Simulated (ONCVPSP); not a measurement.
**Pseudopotential generation for Sb (Z = 51): ONCV, LDA (Perdew-Wang 92), scalar-relativistic.**

ONCVPSP 4.0.1 was run on this input:

```
# ATOM AND REFERENCE CONFIGURATION
# atsym  z   nc   nv     iexc    psfile
  Sb 51.00    6    5  -001012      upf
#
#   n    l    f
    1    0    2.00
    2    0    2.00
    2    1    6.00
    3    0    2.00
    3    1    6.00
    3    2   10.00
    4    0    2.00
    4    1    6.00
    4    2   10.00
    5    0    2.00
    5    1    3.00
#
# PSEUDOPOTENTIAL AND OPTIMIZATION
# lmax
    2
#
#   l,   rc,      ep,       ncon, nbas, qcut
    0    1.05    0.00    4    8    9.30
    1    1.25    0.00    4    7   10.10
    2    1.55    0.00    4    8    7.90
#
# LOCAL POTENTIAL
# lloc, lpopt,  rc(5),   dvloc0
    4    5    0.80    6.00
#
# VANDERBILT-KLEINMAN-BYLANDER PROJECTORs
# l, nproj, debl
    0    3    3.20
    1    2    2.00
    2    1    2.50
#
# MODEL CORE CHARGE
# icmod, fcfact, rcfact
    1    0.30    0.00
#
# LOG DERIVATIVE ANALYSIS
# epsh1, epsh2, depsh
   -7.00    5.00    0.04
#
# OUTPUT GRID
# rlmax, drl
    6.00    0.01
#
# TEST CONFIGURATIONS
# ncnf
    4
# nvcnf
#   n    l    f
    5
    4    0    2.00
    4    1    6.00
    4    2   10.00
    5    0    2.00
    5    1    2.00
#
    5
    4    0    2.00
    4    1    6.00
    4    2   10.00
    5    0    2.00
    5    1    1.00
#
    5
    4    0    2.00
    4    1    6.00
    4    2   10.00
    5    0    2.00
    5    1    0.00
#
    5
    4    0    2.00
    4    1    6.00
    4    2   10.00
    5    0    0.00
    5    1    5.00
#
```

Command:

```bash
oncvpsp.x < Sb.dat > Sb.out
```

The program printed (shortened: citation, most of the input echo, consistency checks and plot data are left out):

```
ONCVPSP  (Optimized Norm-Conservinng Vanderbilt PSeudopotential)
scalar-relativistic version 4.0.1

#   n    l    f        energy (Ha)
    1    0    2.00    -1.1124318E+03
    2    0    2.00    -1.6931371E+02
    2    1    6.00    -1.5209100E+02
    3    0    2.00    -3.3174951E+01
    3    1    6.00    -2.7560328E+01
    3    2   10.00    -1.8966996E+01
    4    0    2.00    -5.4571086E+00
    4    1    6.00    -3.7339552E+00
    4    2   10.00    -1.2332450E+00
    5    0    2.00    -4.8087633E-01
    5    1    3.00    -1.8347678E-01

Reference configufation results
  iterations    25
  all-electron total energy (Ha)   -6.47596762D+03

Begin loop to  construct optimized pseudo wave functions
and semi-local pseudopoentials for all angular momenta

   Wellstate for l =  0  n =  7
     eigenvalue =   2.7191
     asymptotic potential =   3.2191
     half-point radius =  3.3349

Calculating optimized projector #   1

 for l=   0

    Fraction of norm inside rc  0.845126
    Optimizing pswf for qcut=   9.28 a_B^-1,  ecut=  43.07 Ha
    Residual kinetic energy error=  7.72D-04 Ha

    Energy error per electron        Cutoff
         Ha          eV             Ha
         0.01000     0.27211       33.86
         0.00100     0.02721       42.49
         0.00010     0.00272      141.48
         0.00001     0.00027      173.88

Calculating optimized projector #   2

 for l=   0

    Fraction of norm inside rc  0.051425
    Optimizing pswf for qcut=   9.28 a_B^-1,  ecut=  43.07 Ha
    Residual kinetic energy error=  3.32D-04 Ha

    Energy error per electron        Cutoff
         Ha          eV             Ha
         0.01000     0.27211       29.97
         0.00100     0.02721       39.14
         0.00010     0.00272       62.28
         0.00001     0.00027      146.22

Calculating optimized projector #   3

 for l=   0

    Fraction of norm inside rc  0.026360
    Optimizing pswf for qcut=   9.28 a_B^-1,  ecut=  43.07 Ha
    Residual kinetic energy error=  4.23D-04 Ha

    Energy error per electron        Cutoff
         Ha          eV             Ha
         0.01000     0.27211       30.15
         0.00100     0.02721       39.91
         0.00010     0.00272       62.45
         0.00001     0.00027      115.55

Calculating optimized projector #   1

 for l=   1

    Fraction of norm inside rc  0.901455
    Optimizing pswf for qcut=  10.10 a_B^-1,  ecut=  51.05 Ha
    Residual kinetic energy error=  9.05D-06 Ha

    Energy error per electron        Cutoff
         Ha          eV             Ha
         0.01000     0.27211       19.30
         0.00100     0.02721       27.95
         0.00010     0.00272       42.85
         0.00001     0.00027       51.21

Calculating optimized projector #   2

 for l=   1

    Fraction of norm inside rc  0.036186
    Optimizing pswf for qcut=  10.10 a_B^-1,  ecut=  51.05 Ha
    Residual kinetic energy error=  7.97D-06 Ha

    Energy error per electron        Cutoff
         Ha          eV             Ha
         0.01000     0.27211       15.47
         0.00100     0.02721       20.79
         0.00010     0.00272       40.43
         0.00001     0.00027       50.09

Calculating optimized projector #   1

 for l=   2

    Fraction of norm inside rc  0.888744
    Optimizing pswf for qcut=   7.90 a_B^-1,  ecut=  31.24 Ha
    Residual kinetic energy error=  7.95D-04 Ha

    Energy error per electron        Cutoff
         Ha          eV             Ha
         0.01000     0.27211       25.77
         0.00100     0.02721       30.98
         0.00010     0.00272       87.49
         0.00001     0.00027      105.61

Construct Vanderbilt / Kleinmman-Bylander projectors

B matrix Hermiticity error, ll=   0
   1   2    1.1015E-03
   1   3    1.3232E-03
   2   3   -1.9062E-04

  Orthonormal projector coefficients  3.8354E+01  1.1859E+01  3.0690E+00

B matrix Hermiticity error, ll=   1
   1   2    5.1726E-04

  Orthonormal projector coefficients  1.3454E+01  2.3558E+00

Model core correction analysis
  based on d2Exc/dn_idn_j

d2excae - all-electron derivatives

   -3.311290D-02   -3.068248D-02   -2.405357D-02   -2.740747D-03
   -1.445671D-03
   -3.068254D-02   -2.924520D-02   -2.397026D-02   -2.944116D-03
   -1.429613D-03
   -2.405369D-02   -2.397033D-02   -2.178598D-02   -3.579430D-03
   -1.471103D-03
   -2.740771D-03   -2.944130D-03   -3.579450D-03   -1.989843D-03
   -7.327658D-04
   -1.445691D-03   -1.429627D-03   -1.471118D-03   -7.327756D-04
   -2.879244D-04

d2excps - pseudofunction derivatives with no core correction

   -4.108744D-02   -3.753106D-02   -2.648806D-02   -3.696765D-03
   -1.967257D-03
   -3.753126D-02   -3.487787D-02   -2.614073D-02   -3.807780D-03
   -1.890085D-03
   -2.648830D-02   -2.614084D-02   -2.439278D-02   -3.773881D-03
   -1.560527D-03
   -3.696855D-03   -3.807834D-03   -3.773905D-03   -2.098587D-03
   -7.961646D-04
   -1.967311D-03   -1.890121D-03   -1.560544D-03   -7.961743D-04
   -3.227382D-04

rms 2nd derivative error    2.977251E-03

Polynomial model core charge

d2excps - pseudofunction derivatives with core correction

   -3.288975D-02   -3.052626D-02   -2.398147D-02   -2.740264D-03
   -1.447998D-03
   -3.052633D-02   -2.886052D-02   -2.397575D-02   -2.992168D-03
   -1.444672D-03
   -2.398155D-02   -2.397577D-02   -2.345450D-02   -3.507731D-03
   -1.411210D-03
   -2.740285D-03   -2.992181D-03   -3.507752D-03   -1.982555D-03
   -7.338527D-04
   -1.448016D-03   -1.444685D-03   -1.411225D-03   -7.338624D-04
   -2.889755D-04

rms 2nd derivative error    3.500621E-04

Pseudoatom total energy -238.302535

Diagnostic tests using Vanderbilt-Kleinman-Bylander pseudopotentials
  1 or more projectors used as specified by nproj input data

   l    rcore       rmatch      e in        delta e   norm test  slope test

   0   1.0560597   1.0881240  -5.4571086  -0.0000216   1.0003121   1.0003318
   0   1.0560597   1.0881240  -0.4808763   0.0000315   1.0001394   1.0001234
   0   1.0560597   1.0881240   2.7191237   0.0002790   1.0007768   1.0007768

   1   1.2561165   1.2942549  -3.7339552  -0.0000048   1.0002517   1.0002647
   1   1.2561165   1.2942549  -0.1834768   0.0000149   1.0001058   1.0000900

   2   1.5579633   1.6052665  -1.2332450  -0.0000065   0.9999920   1.0000083

 Testing for bound ghosts
   n   l    E NL Schr. Eq   E Basis Diag.   E Cutoff

   1   0       -5.457130       -5.457121    313.54
   2   0       -0.480845       -0.274247    313.54

   2   1       -3.733960       -3.733948    141.92
   3   1       -0.183462       -0.006636    141.92

   3   2       -1.233251       -1.233200    106.89

 Testing for highly-localized positive-energy ghosts
       l    <radius>/rc     E Basis Diag.   E Cutoff

       0        0.330113       22.401297    313.54  WARNING - GHOST(+)

Test configuration 0

   n   l     f        eae           eps        diff
   1   0  2.0000-1112.43179890
   2   0  2.0000 -169.31370645
   2   1  6.0000 -152.09100137
   3   0  2.0000  -33.17495119
   3   1  6.0000  -27.56032824
   3   2 10.0000  -18.96699558
   4   0  2.0000   -5.45710855   -5.45713016   -2.16D-05
   4   1  6.0000   -3.73395521   -3.73396003   -4.82D-06
   4   2 10.0000   -1.23324501   -1.23325147   -6.46D-06
   5   0  2.0000   -0.48087633   -0.48084486    3.15D-05
   5   1  3.0000   -0.18347678   -0.18346185    1.49D-05

    Total energies and differences
      AE_ref= -6.47596762D+03  AE_tst= -6.47596762D+03  dif=  0.00D+00
      PS_ref= -2.38302535D+02  PS_tst= -2.38302535D+02  dif= -1.51D-12
      PSP excitation error=  1.51D-12

Test configuration 1

   n   l     f        eae           eps        diff
   1   0  2.0000-1112.75006273
   2   0  2.0000 -169.63032080
   2   1  6.0000 -152.40782430
   3   0  2.0000  -33.49107199
   3   1  6.0000  -27.87646736
   3   2 10.0000  -19.28309471
   4   0  2.0000   -5.77227502   -5.77262187   -3.47D-04
   4   1  6.0000   -4.04897430   -4.04925239   -2.78D-04
   4   2 10.0000   -1.54711822   -1.54716465   -4.64D-05
   5   0  2.0000   -0.77002184   -0.76999592    2.59D-05
   5   1  2.0000   -0.44936726   -0.44935255    1.47D-05

    Total energies and differences
      AE_ref= -6.47596762D+03  AE_tst= -6.47565470D+03  dif=  3.13D-01
      PS_ref= -2.38302535D+02  PS_tst= -2.37989563D+02  dif=  3.13D-01
      PSP excitation error= -6.18D-05

Test configuration 2

   n   l     f        eae           eps        diff
   1   0  2.0000-1113.12290491
   2   0  2.0000 -169.99993192
   2   1  6.0000 -152.77782664
   3   0  2.0000  -33.85961263
   3   1  6.0000  -28.24504062
   3   2 10.0000  -19.65160944
   4   0  2.0000   -6.13853190   -6.13955550   -1.02D-03
   4   1  6.0000   -4.41485119   -4.41570700   -8.56D-04
   4   2 10.0000   -1.91065275   -1.91078929   -1.37D-04
   5   0  2.0000   -1.09574510   -1.09576099   -1.59D-05
   5   1  1.0000   -0.74994719   -0.74996162   -1.44D-05

    Total energies and differences
      AE_ref= -6.47596762D+03  AE_tst= -6.47505763D+03  dif=  9.10D-01
      PS_ref= -2.38302535D+02  PS_tst= -2.37392336D+02  dif=  9.10D-01
      PSP excitation error= -2.10D-04

Test configuration 3

   n   l     f        eae           eps        diff
   1   0  2.0000-1113.54072739
   2   0  2.0000 -170.41273884
   2   1  6.0000 -153.19123021
   3   0  2.0000  -34.27065028
   3   1  6.0000  -28.65612703
   3   2 10.0000  -20.06262351
   4   0  2.0000   -6.54566880   -6.54779230   -2.12D-03
   4   1  6.0000   -4.82131458   -4.82311988   -1.81D-03
   4   2 10.0000   -2.31340346   -2.31370740   -3.04D-04
   5   0  2.0000   -1.44775039   -1.44787402   -1.24D-04

    Total energies and differences
      AE_ref= -6.47596762D+03  AE_tst= -6.47414698D+03  dif=  1.82D+00
      PS_ref= -2.38302535D+02  PS_tst= -2.36481410D+02  dif=  1.82D+00
      PSP excitation error= -4.94D-04

Test configuration 4

   n   l     f        eae           eps        diff
   1   0  2.0000-1112.53679581
   2   0  2.0000 -169.41716664
   2   1  6.0000 -152.19408680
   3   0  2.0000  -33.27990385
   3   1  6.0000  -27.66518611
   3   2 10.0000  -19.07168949
   4   0  2.0000   -5.56099436   -5.56171841   -7.24D-04
   4   1  6.0000   -3.83714749   -3.83773052   -5.83D-04
   4   2 10.0000   -1.33229596   -1.33253892   -2.43D-04
   5   1  5.0000   -0.22369825   -0.22368754    1.07D-05

    Total energies and differences
      AE_ref= -6.47596762D+03  AE_tst= -6.47535569D+03  dif=  6.12D-01
      PS_ref= -2.38302535D+02  PS_tst= -2.37690596D+02  dif=  6.12D-01
      PSP excitation error= -1.77D-05
```

The run took about 4.3 s on one core of a shared server CPU.
